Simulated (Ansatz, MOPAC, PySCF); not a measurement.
Isomers of CHNO: 1 is O=C=N, 2 is N#CO; one conformer of each (the lowest of an xTB search), B3LYP-D3(BJ)/def2-TZVP minima.
Isomer 1 (charge 0, multiplicity 1, Z-matrix in Å and degrees):
```
C
O 1 1.1640
N 1 1.2097 2 172.93
H 3 1.0049 1 125.93 2 180.00
```
Isomer 2 (charge 0, multiplicity 1):
| atom | x (Å) | y (Å) | z (Å) |
|---|---|---|---|
| N | 1.6183 | -0.0956 | -0.0516 |
| C | 0.4832 | 0.0651 | 0.0751 |
| O | -0.7767 | 0.2990 | 0.2695 |
| H | -1.3248 | -0.2685 | -0.2930 |

No zero-point or thermal terms.

Frozen-core correlation. CBS: X⁻³ extrapolation of the correlation energy, Hartree–Fock from the larger set. Rows in 3-21G, 6-31G*, STO-3G carry no dispersion term and start afresh at each structure (6-31G* with six Cartesian d functions). MP2/6-31G* freezes PySCF's default core. The state that PM3, PM6 reach isn't checked.

Run with Ansatz (Gaussian orbitals); MOPAC for PM3, PM6 (differences of heats of formation); PySCF for 3-21G rows, 6-31G* rows, STO-3G rows, the dispersion terms. Each number belongs to the level named beside it.

Other levels give for the electronic energy of isomer 2 less that of isomer 1: PBE/def2-TZVPP 127.4; B3LYP/def2-TZVPP 119.5; B3LYP-D3(BJ)/def2-TZVPP 119.7; wB97M-V/def2-TZVPP 110.3; CCSD(T)/CBS(cc-pVTZ, cc-pVQZ) 102.7 kJ/mol.

Common cheap choices:

```csv
level,electronic energy of isomer 2 less that of isomer 1 (kJ/mol),"less 102.7 (CCSD(T)/CBS(cc-pVTZ, cc-pVQZ))"
PM3,59.2,-43.5
PM6,83.9,-18.8
HF/STO-3G,-22.5,-125.1
HF/6-31G*,104.4,1.7
BP86/6-31G*,129.6,26.9
B3LYP/3-21G,113.9,11.3
B3LYP/6-31G*,122.3,19.7
MP2/6-31G*,108.4,5.7
```

Ansatz is a quantum-chemistry and plane-wave program.
